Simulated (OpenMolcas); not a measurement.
**Ti2+: moving the ligands**

Ti2+ with 6 ligands (sulfide) in octahedral coordination (Oh) at 2.64 Å. A charge of +1.67 e stands 2.4 Å behind each ligand. Ligand basis ANO-RCC-VDZP.
```
Ti    0.0000    0.0000    0.0000
S     2.6400    0.0000    0.0000
S     0.0000    2.6400    0.0000
S    -2.6400    0.0000    0.0000
S     0.0000   -2.6400    0.0000
S     0.0000    0.0000    2.6400
S     0.0000    0.0000   -2.6400
```

- Program: OpenMolcas
- Method: SS-CASPT2, IPEA 0.25 Eh, imaginary shift 0.1 Eh (closed shells correlated: 3s 3p and the ligand valence shells)
- Basis: ANO-RCC-VTZP [6s5p3d2f1g]
- Scalar Hamiltonian: DKH2, point nucleus
- Active space: 2 electrons in 5 orbitals (3d)
- State averaging: 2S+1 = 3 even, 10 roots; 2S+1 = 1 even, 15 roots
- Spin-orbit coupling: state interaction with AMFI integrals over the reference wave functions

Runs around this geometry, states (labels of O, the rotations of Oh). Energies in cm-1 above the lowest state or level, χT in cm3 K/mol; under a threefold ground state the first gap can be a small split of the lowest multiplet, not the spin-orbit step.

```tsv
R (Å)	Ground state	First state of that spin	First gap with spin-orbit (degeneracies)	χT at 300 K	First state of another spin
2.5	3T1	3T2 620	37 (2, 3)	1.217	1E 2220
2.64	3T1	3T2 1330	20 (2, 3)	1.179	1E 5460
2.81	3T1	3T2 1520	18 (2, 3)	1.181	1T2 6710
```

Roots that are degenerate in the reference are averaged as groups; the widest CASPT2 spread within a group is 120 cm-1 (the 3-fold group of multiplicity 1 near 11400 cm-1 above the lowest state of its run, R = 2.64). Shifts and gaps below about the spread of the groups concerned are not significant. Over all roots computed the reference weight is 0.60 to 0.63 in R = 2.5, 0.62 to 0.64 in R = 2.64, 0.63 to 0.65 in R = 2.81; a low but even weight reflects the number of correlated electrons. An orbital triplet at a regular site is open to Jahn-Teller coupling, which can distort the site and quench the lowest spin-orbit gaps and is left out. The sulfide ions are held by bare point charges, a crude embedding. Ligand-to-metal charge-transfer states are missing. With no ligand orbital active B as a rule stays too high, so bands that hang on it stand too high and its fall with covalency is understated. With one d shell and no ligand orbital active, 10Dq can be off by tens of per cent for divalent 3d ions, low with halides held by bare charges and at times high in hosts. Free-ion shares, where given, are those of the reference states; single-state CASPT2 does not remix them. The least metal-like active orbital is 85 % on the metal (Löwdin) and no ligand orbital is active, so the numbers are rough (holds for R = 2.5). These CASPT2 states fit no ligand-field parameters well, so their order and spin gaps are uncertain (holds for R = 2.64; R = 2.81). No measured value stands beside these numbers; the geometry was imposed, not optimised, and the real ion may take another.
